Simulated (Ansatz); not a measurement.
Level of theory: frozen-core CCSD(T)/cc-pVTZ // B3LYP-D3(BJ)/def2-TZVP (Ansatz, an electronic-structure program).

Ansatz 0.2 input:
```yaml
crystal:
  periodic: [false, false, false]
  atoms:
    - { symbol: B, position_ang: [1.897376, 0.018233, 0.032167] }
    - { symbol: C, position_ang: [0.490256, 0.39318, -0.326751] }
    - { symbol: C, position_ang: [-0.561487, -0.279113, 0.220882] }
    - { symbol: N, position_ang: [-1.871564, -0.053473, -0.007042] }
    - { symbol: H, position_ang: [2.08536, -0.878409, 0.805107] }
    - { symbol: H, position_ang: [2.841484, 0.586682, -0.42938] }
    - { symbol: H, position_ang: [0.255555, 1.197994, -1.02209] }
    - { symbol: H, position_ang: [-0.367739, -1.087754, 0.918461] }
    - { symbol: H, position_ang: [-2.165514, 0.672443, -0.63753] }
    - { symbol: H, position_ang: [-2.583073, -0.599984, 0.440927] }
basis:
  gaussian: { orbitals: cc-pVTZ }
correlation:
  method: ccsd_t
```

Output:

```
Functional definition: HF
1161 factors; integrals over basis functions are off by at most 8.0e-4 eV
mean field evaluation 1: about -4307.0959 eV, gradient 3.4e1 eV
mean field evaluation 2: about -4307.0988 eV, gradient 3.4e1 eV
mean field evaluation 4: about -4310.1457 eV, gradient 3.4e0 eV
mean field evaluation 8: about -4310.1900 eV, gradient 1.1e-3 eV
mean field evaluation 16: about -4310.1879 eV, gradient 2.5e-1 eV
mean field -4310.19000352 eV, -158.3965610777 hartree, gradient 4.2e-6 eV, S^2 0.000000; 0 other end points of the search recorded, 0 dependent functions left out
4 core orbitals not correlated
reference -4310.19000352 eV, -158.3965610777 hartree; 11, 11 occupied and 189, 189 virtual orbitals, 1161 factors
second order -17.39631216 eV of doubles, -0.00000000 eV of singles
cycle   1  -17.79005331 eV  change   -3.9e-1 eV  update   9.2e-2
cycle   2  -18.22888013 eV  change   -4.4e-1 eV  update   2.7e-2
cycle   3  -18.32702283 eV  change   -9.8e-2 eV  update   1.5e-2
cycle   4  -18.31915122 eV  change    7.9e-3 eV  update   4.1e-3
cycle   5  -18.31719473 eV  change    2.0e-3 eV  update   2.3e-3
cycle   6  -18.31763220 eV  change   -4.4e-4 eV  update   7.4e-4
cycle   7  -18.31737427 eV  change    2.6e-4 eV  update   3.2e-4
cycle   8  -18.31732082 eV  change    5.3e-5 eV  update   1.3e-4
cycle   9  -18.31736015 eV  change   -3.9e-5 eV  update   5.0e-5
cycle  10  -18.31734152 eV  change    1.9e-5 eV  update   2.1e-5
perturbative correction -0.79537974 eV, -0.0292296663 hartree
Total energy: -4329.30272478 eV, -159.0989406289 hartree
```

Cost: roughly 3 core-minutes.
